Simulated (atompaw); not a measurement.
## Sb: one change to a PAW (atompaw) potential, before and after

atompaw 4.2.0.5 input, output lines left out:

```
Sb 51
GGA-PBE scalarrelativistic loggrid 1500 logderivrange -3 5 201
5 5 4 0 0 0
5 1 2.5
0 0 0
c
c
c
c
v
c
c
c
v
c
c
2
2.25 2.25 2.20 1.55
y
-0.8
n
y
3.15
n
y
-0.15
n
custom rrkj gramschmidtortho sinc
3 0 troulliermartins
2.25
2.25
2.05
2.05
2.25
```

All-electron outer shells of the reference configuration (PBE, scalar-relativistic, ld1.x):

```
shell  level (eV)  outermost node (bohr)  outermost maximum (bohr)
   4d      -37.56                   0.38                      0.84
   5s      -16.59                   0.95                      1.88
   5p       -8.27                   1.04                      2.29
```

Change: local potential troulliermartins scheme with l = 3 at 0 Ry, radius 1.86 bohr.

Cutoffs: the cutoffs (Ry, on a coarse ladder) from which the occupation-weighted sum of valence levels, in a spherical-Bessel basis at the reference potential, stays within 10 and 1 mRy of its value at 400 Ry; they do not see the model core or the augmentation charge, which bear on the density cutoff.

Task: What does the change do?

Result: The potential gets harder (6 Ry and 12 Ry → 6 Ry and 15 Ry); the bound ghosts move from s to d, s; the range in which the p phases agree narrows (upper end 3.8 → 0.3). A state that the projectors do not describe sees the local part alone, so a deeper or shallower local part can create or remove a ghost.

| quantity | base | changed |
| --- | --- | --- |
| cutoff, loose | 6 Ry | 6 Ry |
| cutoff, tight | 12 Ry | 15 Ry |
| bound ghosts | s | s, d |
| s: phases at 2.27 bohr within 0.05 rad from the reference energy up to (Ry; the scan ends near 5) | 4.9 | 4.3 |
| p: phases at 2.27 bohr within 0.05 rad from the reference energy up to (Ry; the scan ends near 5) | 3.8 | 0.3 |
| d: phases at 2.27 bohr within 0.05 rad from the reference energy up to (Ry; the scan ends near 5) | 0.3 | 0.6 |
| lowest overlap eigenvalue by channel | s 0.27, p 0.54, d 1.00 | s 0.14, p 0.47, d 1.00 |

 A true bound ghost makes a file unfit for plane-wave use even where its test errors are small: the radial tests pick states by their node count and pass the ghost by. The cutoffs see the waves, projectors and local potential, not the compensation charge or the core.
